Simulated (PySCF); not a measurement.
**SnN: frontier orbitals**

PBE at R = 1.993 Å; Sn cc-pVDZ-PP with ECP28, N cc-pVDZ; scalar-relativistic core potentials (PySCF 2.14). State: ²Π (doublet), unpaired electrons π ↑. Only the outer orbitals are listed, counted within each symmetry, core potentials removing the inner ones.

| spin | orbital | occ. | ε (eV) | on Sn (%) | main shells (%) |
| --- | --- | --- | --- | --- | --- |
| α | 5σ | 1 | -17.76 | 16 | 82 N s, 9 Sn s |
| α | 6σ | 1 | -10.22 | 81 | 78 Sn s, 10 N s, 9 N p |
| α | 3π | 1 | -6.72 | 22 | 78 N p, 20 Sn p |
| α | 3π | 1 | -5.77 | 29 | 71 N p, 27 Sn p |
| α | 7σ | 1 | -5.60 | 36 | 60 N p, 27 Sn p, 9 Sn s |
| α | 4π | 0 | -3.17 | 82 | 81 Sn p, 18 N p |
| α | 4π | 0 | -2.63 | 75 | 73 Sn p, 25 N p |
| α | 8σ | 0 | 0.05 | 90 | 78 Sn p, 14 N p |
| β | 5σ | 1 | -16.48 | 21 | 77 N s, 14 Sn s |
| β | 6σ | 1 | -9.99 | 80 | 76 Sn s, 13 N s |
| β | 3π | 1 | -5.25 | 45 | 55 N p, 43 Sn p |
| β | 7σ | 1 | -5.22 | 36 | 60 N p, 29 Sn p |
| β | 3π | 0 | -4.91 | 56 | 55 Sn p, 44 N p |
| β | 4π | 0 | -2.44 | 60 | 57 Sn p, 40 N p |
| β | 4π | 0 | -2.12 | 49 | 51 N p, 45 Sn p |

Which are the highest filled and the lowest empty level, where do they sit, and how wide is the gap?

Highest filled β 7σ at -5.22 eV (in %: 60 N p, 29 Sn p); lowest empty β 3π at -4.91 eV (in %: 55 Sn p, 44 N p); the gap at PBE is 0.31 eV.

```json
{"bond order (Mayer)": "2.13", "⟨S²⟩": "0.780", "charge on Sn (Mulliken, basis-dependent)": "0.38", "charge on Sn (Löwdin, basis-dependent)": "0.43", "dipole moment (positive dipole means Sn(−)N(+))": "-2.83 D"}
```

Spin–orbit coupling is left out. The state was picked by a PBE0 search and need not be the measured ground state.
